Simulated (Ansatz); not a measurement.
Ansatz (a first-principles code) input (CCSD(T)/6-31G):

Ansatz 0.2 input:
```yaml
crystal:
  periodic: [false, false, false]
  atoms:
    - {symbol: N, position_ang: [-2.28376562, -0.89663309, -0.01310033]}
    - {symbol: C, position_ang: [-1.02723367, -0.44828422, -0.00023165]}
    - {symbol: C, position_ang: [0.18825059, -1.25438209, 0.16824801]}
    - {symbol: C, position_ang: [1.36040218, -0.56622558, 0.14628307]}
    - {symbol: S, position_ang: [1.10106054, 1.12154872, -0.08042869]}
    - {symbol: C, position_ang: [-0.62270049, 0.89820388, -0.14738099]}
    - {symbol: H, position_ang: [-2.25819849, -1.90852533, 0.11565830]}
    - {symbol: H, position_ang: [0.13978141, -2.33048846, 0.30100522]}
    - {symbol: H, position_ang: [2.36213013, -0.95580143, 0.25055452]}
    - {symbol: H, position_ang: [-1.26663402, 1.75059540, -0.29016734]}
basis:
  gaussian:
    orbitals: 6-31G
total_charge: -1
magnetization: {spin_polarized: false}
correlation: {method: ccsd_t, electrons: outside_noble_gas}
```

End of the output:

```
integrals: 0.05 GiB planned
908 factors; integrals over basis functions are off by at most 2.4e-4 eV
0.64 GiB of device memory are held for the factors and their scratch space
mean field: 0.26 GiB planned
mean field evaluation 1: about -16474.3604 eV, gradient 3.4e1 eV
mean field evaluation 2: about -16474.3722 eV, gradient 3.4e1 eV
mean field evaluation 4: about -16477.7522 eV, gradient 3.9e0 eV
mean field evaluation 8: about -16477.8233 eV, gradient 8.6e-2 eV
mean field evaluation 16: about -16476.8630 eV, gradient 2.0e1 eV
mean field evaluation 32: about -16469.2255 eV, gradient 1.3e1 eV
mean field -16477.82293018 eV, -605.5488236147 hartree, gradient 2.2e-6 eV, S^2 0.000000; 0 other end points of the search recorded, 0 dependent functions left out; unrestricted orbitals would lower it
10 core orbitals not correlated
reference -16477.82293018 eV, -605.5488236147 hartree; 16, 16 occupied and 40, 40 virtual orbitals, 908 factors
second order -14.18787649 eV of doubles, -0.00000000 eV of singles
coupled cluster: 0.31 GiB planned
cycle   1  -14.43133888 eV  change   -2.4e-1 eV  update   1.2e-1
cycle   2  -14.93137975 eV  change   -5.0e-1 eV  update   4.0e-2
cycle   3  -15.10252798 eV  change   -1.7e-1 eV  update   2.2e-2
cycle   4  -15.10719598 eV  change   -4.7e-3 eV  update   6.1e-3
cycle   5  -15.10681591 eV  change    3.8e-4 eV  update   3.3e-3
cycle   6  -15.10613472 eV  change    6.8e-4 eV  update   1.4e-3
cycle   7  -15.10529052 eV  change    8.4e-4 eV  update   8.3e-4
cycle   8  -15.10528349 eV  change    7.0e-6 eV  update   3.8e-4
cycle   9  -15.10546784 eV  change   -1.8e-4 eV  update   1.6e-4
cycle  10  -15.10544146 eV  change    2.6e-5 eV  update   6.9e-5
cycle  11  -15.10541342 eV  change    2.8e-5 eV  update   2.4e-5
coupled cluster: 0.31 GiB planned
perturbative correction -0.58614803 eV, -0.0215405429 hartree
Total energy: -16493.51449163 eV, -606.1254778617 hartree
```

It need not be the lowest isomer of its formula. Whether it binds its extra electron was not tested at this geometry.
